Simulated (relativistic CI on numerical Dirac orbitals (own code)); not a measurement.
# One change at a time: Au XXIII

Base calculation: Dirac-Coulomb-Breit CI, KLI orbitals optimised for each configuration, QED by a radiative potential, unscaled Slater integrals.

CI space (outside the closed core [Ar] 3d10): 4s2 4p6 4d10 4f11, 4s2 4p6 4d10 4f10 5s, 4s2 4p6 4d10 4f9 5s2, 4s2 4p6 4d10 4f10 5p, 4s2 4p6 4d10 4f9 5s 5p, 4s2 4p6 4d9 4f12, 4s2 4p6 4d10 4f9 5p2, 4s2 4p6 4d10 4f10 5d, 4s2 4p6 4d8 4f13, 4s2 4p6 4d9 4f10 5s2, 4s2 4p5 4d10 4f12, 4s2 4p6 4d9 4f11 5s, 4s2 4p6 4d10 4f10 6s, 4s 4p6 4d10 4f12, 4s2 4p4 4d10 4f13, 4s2 4p5 4d9 4f13, 4p6 4d10 4f13, 4s 4p6 4d9 4f13, 4s 4p6 4d10 4f11 5s, 4s 4p5 4d10 4f13. Levels of other configurations are missing.

Variants: (1) valence Slater integrals scaled by 0.9; (2) only the first 3 configurations; (3) one mean potential for all configurations. Shifts of the energy above 4s2 4p6 4d10 4f11 4I°_15/2, in cm⁻¹, for the lowest level and the first level of each name with at least 55 % of one term (blank where a level changes its place among those of its configuration and J or its character, or is not in the variant):

```tsv
Level	Base	Δ(1)	Δ(2)	Δ(3)
4s2 4p6 4d10 4f11 4I°_15/2	0	0	0	0
4s2 4p6 4d10 4f11 4I°_13/2	27719	+226	-39	-576
4s2 4p6 4d10 4f11 4F°_7/2	58635	-2724	+2318	-144
4s2 4p6 4d10 4f11 2K°_15/2	70186	-4417	+294	+67
4s2 4p6 4d10 4f11 2P°_1/2	83378	-4711	+6100	+146
4s2 4p6 4d10 4f11 2K°_13/2	87706	-5232	+901	-10
4s2 4p6 4d10 4f11 2I°_11/2	100468	-7231	+2231	+451
4s2 4p6 4d10 4f11 2L°_17/2	104278	-7781	-678	+393
4s2 4p6 4d10 4f11 2I°_13/2	115854	-6212	+1626	-182
4s2 4p6 4d10 4f11 2L°_15/2	131104	-7435	-576	-196
4s2 4p6 4d10 4f11 4D°_1/2	133096	-6857	+4409	-208
4s2 4p6 4d10 4f11 2F°_7/2	138733	-8247	+6160	+230
4s2 4p6 4d10 4f11 2F°_5/2	172511	-9467	+5482	-165
4s2 4p6 4d10 4f10 5s 6I_17/2	389505	+3606	-667	-14549
```

At this charge transitions that keep the count of f electrons are usually good to a few per cent. Terms inside the open d or f shell come out 10 to 20 % too wide with unscaled integrals. Levels that differ in their count of f electrons can be misplaced by several ten thousand cm⁻¹, since the correlation energy of f electrons is missing or only estimated; rates across such gaps can be off by orders of magnitude.

Ionisation energy from one configuration of each of the two ions, the ground ones as tabulated or assumed: base 655.514 eV; valence Slater integrals scaled by 0.9 655.855 eV. The NIST ASD value (theoretical) is 650 ± 40 eV.

LS names give the leading component of a level, which can be under half, so a name can repeat, a term be missing and a line seem to break the LS rules.
